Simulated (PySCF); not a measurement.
The multiplicity is imposed and other spin states were not computed.

B3LYP has the VWN-RPA correlation part, as in Gaussian. 

Cartesian coordinates (Å):
```xyz
8

Zn     0.2309    -0.0128     0.1045
O      1.4933     0.7333    -0.9041
H      1.1383     1.4932    -1.4025
O     -0.9654    -0.9663     1.0192
C     -1.2785    -0.7163     2.3653
H     -0.4079    -0.8137     3.0624
H     -2.0356    -1.4623     2.7021
H     -1.7278     0.2927     2.5489
```
Charge 0, spin multiplicity 1.

Question: Give the total energy, HOMO–LUMO gap, LUMO, charge on the central atom (Mulliken), dipole moment, HOMO and charge on the central atom (meta-Löwdin) at the level B3LYP-D3(BJ)/def2-TZVP // PBE-D3(BJ)/def2-SVP run with PySCF.

Answer: 
* **total energy**: -1970.5155 Ha
* **HOMO–LUMO gap**: 5.81 eV
* **LUMO**: -1.49 eV
* **charge on the central atom (Mulliken)**: 0.60 e
* **dipole moment**: 1.80 D
* **HOMO**: -7.30 eV
* **charge on the central atom (meta-Löwdin)**: 1.29 e
